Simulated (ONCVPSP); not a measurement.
## What the settings do to the ONCV potential of germanium

Base potential:

| Quantity | Value |
| --- | --- |
| Element | Ge |
| Generator | ONCVPSP 4.0.1 |
| Type | optimised norm-conserving Vanderbilt (ONCV) |
| Functional | PBEsol |
| Relativity | non-relativistic |
| Frozen core | [Ne] 3s2 |
| Valence charge | 20 |
| Reference configuration | 3p6 3d10 4s2 4p1.5 (charge +0.5) |
| Partial waves | 4s: rc 1.90 bohr, ncon 4, nbas 8, qcut 3 1/bohr, 2 projectors, debl 0.8 Ha; 3p+4p: rc 1.20 bohr, ncon 4, nbas 7, qcut 11.3 1/bohr, 2 projectors; 3d: rc 1.05 bohr, ncon 3, nbas 8, qcut 18 1/bohr, 2 projectors, debl 3 Ha |
| Local potential | polynomial inside 0.65 bohr (lpopt 5, dvloc0 0 Ha) |
| Core correction | Teter function, fcfact 4, rcfact 1.25 |

All-electron outer shells of the reference configuration (PBEsol, non-relativistic, ld1.x):

```csv
shell,level (eV),outermost node (bohr),outermost maximum (bohr)
2p,-1193.95,–,0.14
3s,-166.82,0.26,0.55
3p,-118.42,0.23,0.55
3d,-34.39,–,0.50
4s,-15.27,0.78,1.75
4p,-7.43,0.83,2.16
```

Cutoffs, loose and tight: the cutoffs (Ha) at which the residual kinetic energy of the hardest occupied pseudo-wave falls to 1 and 0.1 mHa per electron. They do not see the model core or the augmentation charge, which bear on the density cutoff. Test errors are all-electron minus pseudo excitation energies from the reference, over the configurations 3p6 3d10 4s2 4p2; 3p6 3d10 4s2 4p1; 3p6 3d10 4s2 4p0; 3p6 3d10 4s0 4p0. A dash means not determined; rows that change the core or the reference have their own tests.

A true bound ghost makes a file unfit for plane-wave use even where its test errors are small: the radial tests pick states by their node count and pass the ghost by.

```tsv
change	outcome	cutoff, loose	cutoff, tight	bound ghosts	GHOST(+) flags above zero	largest test error (meV)
base	generated	111 Ha	125 Ha	s	none	-66
s: qcut 1.9; p: qcut 7.1; d: qcut 11.3	generated	101 Ha	301 Ha	s	p	-99
s: qcut 2.2; p: qcut 8.4; d: qcut 13.4	generated	84 Ha	106 Ha	s	none	-96
s: qcut 2.6; p: qcut 9.9; d: qcut 15.8	generated	95 Ha	106 Ha	s	none	-84
s: qcut 2.8; p: qcut 10.7; d: qcut 17.1	generated	105 Ha	118 Ha	s	none	-75
s: qcut 3.2; p: qcut 12; d: qcut 19.1	generated	117 Ha	133 Ha	s, p	none	-58
s: qcut 3.4; p: qcut 12.9; d: qcut 20.6	generated	123 Ha	142 Ha	s	none	-48
s: qcut 3.7; p: qcut 14.1; d: qcut 22.5	generated	121 Ha	138 Ha	s	none	-35
s: qcut 4; p: qcut 15.2; d: qcut 24.2	generated	146 Ha	168 Ha	s	none	-28
s: qcut 4.4; p: qcut 16.4; d: qcut 26.1	failed: ERROR pspot: first pseudo wave function has node, program will stop	–	–	–	–	–
```
